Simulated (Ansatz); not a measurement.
C4H5 (SMILES [CH2-]C#CC), charge -1, singlet, at a GFN2-xTB geometry (a gas-phase anion, which may not be bound at this level); R2SCAN/STO-3G in Ansatz (a program for electronic structure).

Here is a job for Ansatz.
Ansatz 0.2 input:
```yaml
crystal:
  periodic: [false, false, false]
  atoms:
    - {symbol: C, position_ang: [-0.02689703, 0.01898413, 2.00101260]}
    - {symbol: C, position_ang: [-0.00904766, -0.04049079, 0.66114669]}
    - {symbol: C, position_ang: [0.00789498, -0.42450959, -0.53346907]}
    - {symbol: C, position_ang: [0.02444904, 0.23607485, -1.86598431]}
    - {symbol: H, position_ang: [-0.95631018, 0.02398960, 2.57125672]}
    - {symbol: H, position_ang: [0.88696065, 0.03044252, 2.59575182]}
    - {symbol: H, position_ang: [-0.01375398, 1.34661131, -1.85047335]}
    - {symbol: H, position_ang: [0.93433358, -0.04072948, -2.41968026]}
    - {symbol: H, position_ang: [-0.82962597, -0.10066542, -2.47309051]}
basis:
  gaussian:
    orbitals: STO-3G
hamiltonian:
  xc: r2scan
total_charge: -1
```

**Question.** Predict the main parts of the log of this Ansatz run.

**Answer.** 
```
Functional definition: r2SCAN
344 factors; integrals over basis functions are off by at most 4.6e-5 eV
mean field evaluation 1: about -4168.4299 eV, gradient 1.5e1 eV
mean field evaluation 2: about -4168.1996 eV, gradient 1.8e1 eV
mean field evaluation 4: about -4169.1196 eV, gradient 1.5e0 eV
mean field evaluation 8: about -4169.0042 eV, gradient 2.9e-2 eV
mean field -4169.00421156 eV, -153.2080789224 hartree, gradient 4.0e-5 eV, S^2 0.000000; 0 other end points of the search recorded, 0 dependent functions left out
reference -4169.00421720 eV, -153.2080791297 hartree; 15, 15 occupied and 10, 10 virtual orbitals, 344 factors
Total energy: -4169.00421720 eV, -153.2080791297 hartree
```
